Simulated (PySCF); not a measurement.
PySCF job for In(H)(Me)(OH) (CH5InO), SMILES [InH]([OH])[CH3], IEF-PCM-M06-2X/def2-SVP. Geometry optimised at B3LYP-D3(BJ)/def2-SVP. The def2 effective core potentials stand for the cores of In; spin–orbit coupling is left out. One conformer was computed; it need not be the lowest.

```python
import numpy as np
from pyscf import gto, scf, dft
from pyscf.solvent import pcm

mol = gto.M(
    atom='''
    In    0.29173799    0.05094015   -0.00000000
    H     1.94942782    0.56695716   -0.00000000
    C    -0.71118736   -1.86776930   -0.00000000
    H    -0.43011857   -2.44507110    0.89322868
    H    -1.79586916   -1.69310492    0.00000001
    H    -0.43011858   -2.44507109   -0.89322868
    O    -1.07880993    1.53793968   -0.00000000
    H    -0.69087925    2.42332114    0.00000000
    ''',
    basis='def2-SVP',
    ecp={'In': 'def2-svp'},
    charge=0,
    spin=0,
    max_memory=1600,
    verbose=3,
)
mf = dft.RKS(mol, xc='m06-2x').density_fit(auxbasis='def2-universal-jkfit')
mf.grids.level = 4
mf.conv_tol = 1e-9
mf.max_cycle = 100
mf.kernel()
res = {}
for name, eps in {'water': 78.355, 'N,N-dimethylformamide': 37.219, 'diethylether': 4.24}.items():
    s = mf.PCM()
    s.with_solvent.method, s.with_solvent.eps, s.with_solvent.lebedev_order = 'IEF-PCM', eps, 29
    s.kernel(mf.make_rdm1())
    res[name] = (s.e_tot, eps, s.dip_moment(), s.mo_energy, s.converged)
    print(f'{name}: electrostatic solvation free energy {(s.e_tot - mf.e_tot) * 627.509474:.3f} kcal/mol')
```

Log of the run:

```
converged SCF energy = -306.240635863822

WARN: PCM is an experimental feature. It is still in testing.
Features and APIs may be changed in the future.

converged SCF energy = -306.253489867293
Dipole moment(X, Y, Z, Debye):  2.19486, -0.93386, -0.00000
water: electrostatic solvation free energy -8.066 kcal/mol

WARN: PCM is an experimental feature. It is still in testing.
Features and APIs may be changed in the future.

converged SCF energy = -306.253188823247
Dipole moment(X, Y, Z, Debye):  2.18192, -0.93101, -0.00000
N,N-dimethylformamide: electrostatic solvation free energy -7.877 kcal/mol

WARN: PCM is an experimental feature. It is still in testing.
Features and APIs may be changed in the future.

converged SCF energy = -306.249318399444
Dipole moment(X, Y, Z, Debye):  2.02509, -0.88907, -0.00000
diethylether: electrostatic solvation free energy -5.448 kcal/mol
```

The run converged.

Cost: around 40 core-seconds (rough).
